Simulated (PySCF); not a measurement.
Several molecules and their computed UV-vis stick spectra, shuffled. Method: TDDFT B3LYP/def2-SVPD, vertical, gas phase, core orbitals frozen in the response in PySCF 2.14.0, density-fitted response routines. Geometries: PBE0-D3(BJ)/def2-SVP; one conformer of each isolated species. Triplets are in the Tamm–Dancoff approximation.

A. `C/C=C1C=C/1OC`
B. `C/C=C1C=C\1OC`
C. `CCc1ccc(O)c(OC)c1`

Lowest singlet levels (six at most, fewer where fewer were computed) with oscillator strengths:

1. 4.42 eV (f 0.035); 4.56 eV (f 0.000); 5.19 eV (f 0.002); 5.52 eV (f 0.000); 5.82 eV (f 0.006); 6.14 eV (f 0.005); T1 3.32 eV
2. 4.85 eV (f 0.058); 5.27 eV (f 0.004); 5.42 eV (f 0.067); 5.56 eV (f 0.036); 5.92 eV (f 0.011); 6.18 eV (f 0.017); T1 3.85 eV
3. 4.50 eV (f 0.030); 4.63 eV (f 0.002); 5.13 eV (f 0.002); 5.54 eV (f 0.000); 5.62 eV (f 0.000); 6.18 eV (f 0.009); T1 3.39 eV

Problem. Match each spectrum to its molecule.

Solution. 1 = B, 2 = C, 3 = A.
- A: S1 at 4.50 eV, HOMO→LUMO (96%); Löwdin shares by element: HOMO carbon 80% or more (atoms not listed hold the other 20%); LUMO carbon 64% or more, oxygen 11%, hydrogen 10% or more (atoms not listed hold the other 15%); HOMO -5.15 and LUMO 0.08 eV; point group Cs, 2 of its 6 listed states under f = 0.0005.
- B: S1 at 4.42 eV, HOMO→LUMO (96%); Löwdin shares by element: HOMO carbon 79% or more (atoms not listed hold the other 21%); LUMO carbon 63% or more, oxygen 10%, hydrogen 9% or more (atoms not listed hold the other 18%); HOMO -5.15 and LUMO -0.01 eV.
- C: S1 at 4.85 eV, HOMO→LUMO (80%), HOMO-1→LUMO+1 (16%); Löwdin shares by element: HOMO carbon 44% or more, oxygen 15% or more (atoms not listed hold the other 40%); LUMO carbon 63% or more (atoms not listed hold the other 37%); HOMO -5.77 and LUMO -0.22 eV.
A and B have S1 within 0.09 eV of each other; their strongest listed levels stand at 4.50 eV (f 0.030) and 4.42 eV (f 0.035).
